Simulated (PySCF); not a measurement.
Electron correlation in Ge (germanium, neutral)

[Ar] 3d10 4s1 4p2 4d1, one real determinant (an excited configuration). Computed with PySCF 2.14 in dyall-av2z (16s12p8d, 92 functions), with the non-relativistic Hamiltonian (point nucleus). Frozen: [Ar] 3d10; 4 electrons correlated; the 34 highest virtual orbitals of each spin left out.

```tsv
level	correlation energy (mhartree)
CCSD	-26.61
(T)	-2.58
CCSD(T)	-29.19
```

Diagnostics: T1 = 0.017, D1 = 0.0435, largest double amplitude 0.423.

Is a single reference adequate?

Not fully. The real determinant used has ⟨L²⟩ near 8 against 12 for a pure F term, so it mixes terms. The outer electron is Rydberg-like, and this basis confines it to a smaller radius and binds it less than a complete one would. A double-excitation amplitude exceeds 0.15, a sign of near-degeneracy.

The reference is one real determinant that mixes LS terms of this configuration.
